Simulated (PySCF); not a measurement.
## He⁺ (helium, charge +1) across methods

2p1, 2P determinant (an excited configuration). Computed with PySCF 2.14 in aug-cc-pVQZ with one added diffuse shell each of s, p, d, f type (6s5p4d3f, 62 functions), with no relativity, point nucleus.

```tsv
method	E (hartree)	mean ε 2p α (eV)	Σ⟨r²⟩ (bohr²)	⟨S²⟩
CAM-B3LYP	-0.5155	-12.448	7.361	0.750
LDA	-0.5064	-10.201	7.627	0.750
PBE	-0.5252	-10.565	7.285	0.750
TPSSh	-0.5211	-10.929	7.241	0.750
PBE0	-0.5201	-11.393	7.336	0.750
M06-L	-0.5332	-10.766	6.916	0.750
B3LYP	-0.5243	-11.209	7.285	0.750
r2SCAN	-0.5174	-10.647	7.242	0.750
UHF	-0.49943	-13.590	7.574	0.750
```

For one electron the Hartree and exchange-correlation energies should cancel; what remains is the self-interaction error. The outer electron is Rydberg-like, and this basis confines it to a smaller radius and binds it less than a complete one would.
